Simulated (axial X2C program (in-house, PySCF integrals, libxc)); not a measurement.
# Low determinants of RuCl⁺ at the PBE0 level, with spin–orbit coupling

Computed with an axial X2C code built on PySCF integrals. Two-component (2c) means X2C with spin–orbit coupling and atomic mean-field two-electron Coulomb and Gaunt terms. Basis: Ru dyall-cv3z [12s12p8d5f3g], Cl dyall-av3z [9s8p3d2f] (cores contracted in-house); Gaussian nuclei, density fitting, unrestricted open shells. Masses: Ru 101.904 u, Cl 34.969 u.

Search at 2.150 Å (vertical energies from the lowest determinant):

```
ΔE (eV)  state  electrons beyond evenly filled partner blocks  electrons in ±ω = 1/2, 3/2, 5/2, 7/2
   0.00  Ω = 4                               ω = 3/2, ω = 5/2                             40 17 3 0
   0.48  Ω = 3                               ω = 1/2, ω = 5/2                             41 16 3 0
   0.60  Ω = 1                              ω = -3/2, ω = 5/2                             40 17 3 0
   0.88  Ω = 2                              ω = -1/2, ω = 5/2                             41 16 3 0
   0.95  Ω = 3                 2 × ω = -1/2, ω = 3/2, ω = 5/2                             40 17 3 0
   1.18  Ω = 1                                    2 × ω = 1/2                             40 16 4 0
   1.35  Ω = 5                  2 × ω = 1/2, ω = 3/2, ω = 5/2                             40 17 3 0
```

Lowest determinant, Ω = 4 (⟨Sz⟩ = 1.99, ⟨Lz⟩ = 2.01 at PBE0): Re = 2.147 Å, ωe = 454.0 cm⁻¹.

The determinant in row 2 of the search, Ω = 3 (⟨Sz⟩ = 1.98, ⟨Lz⟩ = 1.02 at PBE0), was followed along the bond at PBE0; measured from the minimum of the lowest determinant it gives:

Te = 0.460 eV (3711 cm⁻¹), Re = 2.191 Å, ωe = 434.9 cm⁻¹.

(1) Compare the bond of the determinant in row 2 with that of the lowest one.

The search compares states at one distance, so a state with another bond length can lie lower; it is not exhaustive and yields mostly the lowest determinant of each block pattern, so other components and higher states of one pattern are missing. These are energies of single determinants, not of spin-adapted states; PBE0 term energies can be off by some tenths of an eV, and the functional has no current term. Open-shell Ω = 0 determinants with evenly filled partner blocks cannot be reached by this program, so the Ω shown need not be the lowest component. The lowest determinant need not be the ground state where others lie within half an eV.

Results:

(1) At PBE0 its Re is 0.044 Å longer and its force constant, which goes as ωe², is 0.92 times that of the lowest determinant. T0 ≈ Te + Δωe/2 = 3711 + (-10) = 3701 cm⁻¹.
